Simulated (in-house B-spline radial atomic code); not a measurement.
Settings and results of a run for Ag⁻. Computed with an all-electron radial atomic-structure program (B-spline basis): scalar-relativistic (X2C) LC-wPBE, spin-polarised, spherical fractional occupations, Fermi nucleus of rms radius 4.5454 fm.

Command:
```bash
python run_scf.py task.json out
```
Settings (nuclear radius in fm, mass in u):
```
Z                47
configuration    [Kr] 4d10 5s2
hamiltonian      x2c
method           lc_wpbe
spin_polarised   True
nucleus          fermi
rms_radius       4.5454
atomic_mass      106.90509
speed_of_light   137.035999084
```

Output (hartree, bohr):
```
 radial grid: 77 intervals, B-splines of order 8, outer radius 50 bohr

 iter        energy (Eh)    residual
    1       -5314.043683    4.48e-01
    2       -5313.897603    1.58e-01
    3       -5315.034707    2.03e-02
    4       -5315.050542    6.30e-03
    5       -5315.050865    4.60e-03
    6       -5315.052023    2.00e-03
    7       -5315.052249    5.09e-04
    8       -5315.052303    1.71e-04
    9       -5315.052310    2.69e-05
   10       -5315.052310    5.36e-06
   11       -5315.052310    1.08e-06
   12       -5315.052310    4.90e-07
   13       -5315.052310    4.42e-08

 total energy                     -5315.05231
 kinetic                            5562.7213
 electron-nucleus                 -12903.1175
 Hartree                            2175.6857
 exact exchange                      -10.2070
 exchange-correlation               -140.1348

 orbital      occ     eigenvalue          <r>       <r^2>       <1/r>       r_max
 1s up      1.000      -929.2580    0.0305593  0.00127305      51.444      0.0195
 1s down    1.000      -929.2580    0.0305593  0.00127305      51.444      0.0195
 2s up      1.000      -136.8115     0.134453   0.0213758     11.6112      0.1139
 2s down    1.000      -136.8115     0.134453   0.0213758     11.6112      0.1139
 2p up      3.000      -122.7540     0.117428   0.0168543     10.8904     0.09088
 2p down    3.000      -122.7540     0.117428   0.0168543     10.8904     0.09088
 3s up      1.000       -25.0786     0.368244     0.15526     4.02546      0.3327
 3s down    1.000       -25.0786     0.368244     0.15526     4.02546      0.3327
 3p up      3.000       -20.4519     0.367322     0.15679     3.77328      0.3259
 3p down    3.000       -20.4519     0.367322     0.15679     3.77328      0.3259
 3d up      5.000       -13.1319     0.345825    0.142503     3.53043       0.274
 3d down    5.000       -13.1319     0.345825    0.142503     3.53043       0.274
 4s up      1.000        -3.4752     0.913989    0.947615     1.52412      0.8239
 4s down    1.000        -3.4752     0.913989    0.947615     1.52412      0.8239
 4p up      3.000        -2.1330      1.00533     1.16222     1.35414      0.8783
 4p down    3.000        -2.1330      1.00533     1.16222     1.35414      0.8783
 4d up      5.000        -0.2119      1.42186      2.5401    0.969547       1.035
 4d down    5.000        -0.2119      1.42186      2.5401    0.969547       1.035
 5s up      1.000        -0.0435      3.99982     19.9373    0.335978       2.726
 5s down    1.000        -0.0435      3.99982     19.9373    0.335978       2.726

 Slater integrals (Eh)
   F0(4d up,4d up)               0.647738
   F2(4d up,4d up)               0.313530
   F4(4d up,4d up)               0.202389
   F0(4d up,4d down)             0.647738
   F2(4d up,4d down)             0.313530
   F4(4d up,4d down)             0.202389
   F0(4d up,5s up)               0.304262
   G2(4d up,5s up)               0.040751
   F0(4d up,5s down)             0.304262
   F0(4d down,4d down)           0.647738
   F2(4d down,4d down)           0.313530
   F4(4d down,4d down)           0.202389
   F0(4d down,5s up)             0.304262
   F0(4d down,5s down)           0.304262
   G2(4d down,5s down)           0.040751
   F0(5s up,5s up)               0.230246
   F0(5s up,5s down)             0.230246
   F0(5s down,5s down)           0.230246
```


One-electron X2C: radii and densities carry no picture-change correction, so inner-shell <1/r> comes out high (for 1s by about 2 % at Z = 33, 5 % at 54, 10 % at 75, 30 % at 118) and <r> low.
